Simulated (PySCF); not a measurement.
A calculated (UHF, PySCF 2.14, def2-TZVP, no relativity, point nucleus) atom or ion has these occupied shells.

```json
{"shell": "1s α", "electrons": "1", "orbital energy (eV)": "-1343.2", "rms radius, mean of both spins (bohr)": "0.152"}
{"shell": "1s β", "electrons": "1", "orbital energy (eV)": "-1343.0", "rms radius, mean of both spins (bohr)": "0.152"}
{"shell": "2s α", "electrons": "1", "orbital energy (eV)": "-111.48", "rms radius, mean of both spins (bohr)": "0.756"}
{"shell": "2s β", "electrons": "1", "orbital energy (eV)": "-111.02", "rms radius, mean of both spins (bohr)": "0.756"}
{"shell": "2p α", "electrons": "3", "orbital energy (eV)": "-70.980", "rms radius, mean of both spins (bohr)": "0.772"}
{"shell": "2p β", "electrons": "3", "orbital energy (eV)": "-70.818", "rms radius, mean of both spins (bohr)": "0.772"}
{"shell": "3s α", "electrons": "1", "orbital energy (eV)": "-14.726", "rms radius, mean of both spins (bohr)": "3.05"}
```

Problem. Name the element and its charge.

Solution. Mg⁺ (magnesium, charge +1), in [Ne] 3s1, 2S determinant.
